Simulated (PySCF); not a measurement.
C₈H₉N.
SMILES: `Nc1cccc2c1CC2`

The closed-shell SCF was solved with PySCF and density fitting under several settings on one GFN2-xTB geometry (grid level 2 and gas phase unless stated).

```csv
settings,basis functions,SCF cycles,E (Eh),HOMO (eV),LUMO (eV),dipole (D)
PBE0/pcSseg-1,198,14,-364.5110,-5.83,0.33,1.82
PBE0/def2-SVPD,252,14,-364.3192,-5.88,0.25,1.70
"PBE0/IGLO-II, grid level 1",252,10,-364.6426,-5.79,0.36,1.78
```

Question: Estimate the row for these settings: PBE/def2-SVPD, grid level 3.

Answer: 
| settings | basis functions | SCF cycles | E (Eh) | HOMO (eV) | LUMO (eV) | dipole (D) |
| --- | --- | --- | --- | --- | --- | --- |
| PBE/def2-SVPD, grid level 3 | 252 | 16 | -364.2801 | -4.87 | -0.64 | 1.78 |

Question: Over all rows, what range does the HOMO–LUMO gap span?

Answer: From 4.23 eV (PBE/def2-SVPD, grid level 3) to 6.16 eV (PBE0/pcSseg-1). The functional of the narrowest has no exact exchange, that of the widest 25 % exact exchange.

Question: And the dipole moment?

Answer: From 1.70 D (PBE0/def2-SVPD) to 1.82 D (PBE0/pcSseg-1); the largest is 1.07 times the smallest, and the median is 1.78 D.

Question: Compare two rows with the functional PBE0: PBE0/pcSseg-1 and PBE0/IGLO-II, grid level 1. Which energy is lower, and by how much?

Answer: PBE0/IGLO-II, grid level 1 (252 functions) lies 0.1316 Eh or 83 kcal/mol below PBE0/pcSseg-1 (198 functions).

Cycle counts include a coarse-grid stage where the run had one.

The values belong to the conformer `[NH2:1][c:2]1[cH:3][cH:4][cH:5][c:6]2[c:7]1[CH2:8][CH2:9]2`: H–N1–C2–C3 23°, H–N1–C2–C3 160°.
